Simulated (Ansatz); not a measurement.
`N[SiH](F)Br` + NH₃ → `N[SiH](N)F` + HBr at 298.15 K and 1 bar (ligand exchange at the Si–Br bond).

Isolated molecules relaxed with PBE0-D4/def2-TZVP in Ansatz; ΔE leaves out vibrations. CCSD(T)/CBS is the MP2 limit (def2-TZVPP, def2-QZVPP) plus CCSD(T) − MP2 in def2-TZVPP, frozen cores. This one scheme is used for every species. For Br outer-core shells are correlated without core-valence functions, which leaves a few kJ/mol of doubt a bond. Scalar relativity is left out up to krypton. One conformer a species, not always the lowest.

```tsv
species	CCSD(T)/CBS energy (Eh)	H − E (kJ/mol)	S (J/(mol·K))
`N[SiH](F)Br`	-3018.85213	120.7	329.0
NH₃	-56.50880	100.5	192.4
`N[SiH](N)F`	-501.43075	188.1	312.5
HBr	-2573.91920	24.6	198.6
```

H − E and S are ideal-gas, rigid-rotor, harmonic terms from PBE0-D4/def2-TZVP, for one conformer and one mirror image of each species. 1 Eh = 2625.50 kJ/mol, R = 8.31446 J/(mol·K).

Task: By hand: ΔE, ΔH, ΔS and ΔG.

Result: ΔE = (-501.43075) + (-2573.91920) − (-3018.85213) − (-56.50880) = 0.01098 Eh = 28.8 kJ/mol. Δ(H − E) = 188.1 + 24.6 − 120.7 − 100.5 = -8.5, so ΔH = 20.3 kJ/mol. ΔS = 312.5 + 198.6 − 329.0 − 192.4 = -10.3 J/(mol·K). ΔG = 20.3 − 298.15 × (-10.3)/1000 = 23.4 kJ/mol.

Task: By hand: the equilibrium constant, and the temperature at which ΔG would vanish if ΔH and ΔS stayed fixed.

Result: log₁₀ K = −ΔG/(RT ln 10) = -4.1. ΔH and −TΔS have one sign here, so there is no such temperature.

The number of gas molecules stays the same, so ΔS is small and ΔH decides. A doubt of 5 kJ/mol in ΔE shifts log₁₀ K by 0.9 here. Other conformers and mirror images would add mixing entropy, several J/(mol·K) or more a flexible species. These are equilibria of isolated gas molecules and say nothing of rates. Largest T1 diagnostic: 0.010 (customary marks: 0.02 for closed shells, 0.045 for open ones).

ΔS is within the doubt of such terms, so its sign, and with it that verdict, could turn.
